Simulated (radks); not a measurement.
Task: The germanium ion Ge3+, [Ar] 3d10 4s1. Method: non-relativistic Kohn-Sham, PBE, spin-polarised, spherical densities, point nucleus; computed with a radial shooting solver on a logarithmic mesh with Libxc functionals. Every spin shell is full or empty, so the densities are truly spherical. Functionals are evaluated on that one density, not self-consistently. Rank these orbital-free kinetic functionals by their error against the exact value of the orbitals, and give that value: Thomas-Fermi, TF + vW, TF + vW/5, APBEK, revAPBEK, Perdew 92, Thakkar, Pearson, LKT, Ernzerhof.

Result: Exact: 2073.26 hartree. From best to worst, with 100 (|E| - |E exact|)/|E exact| (equal figures are ties): APBEK +0.04, revAPBEK +0.27, Ernzerhof -0.43, Thakkar -0.52, Perdew 92 -0.80, Pearson -1.21, TF + vW/5 +3.49, Thomas-Fermi -6.18, LKT +22.85, TF + vW +42.17.
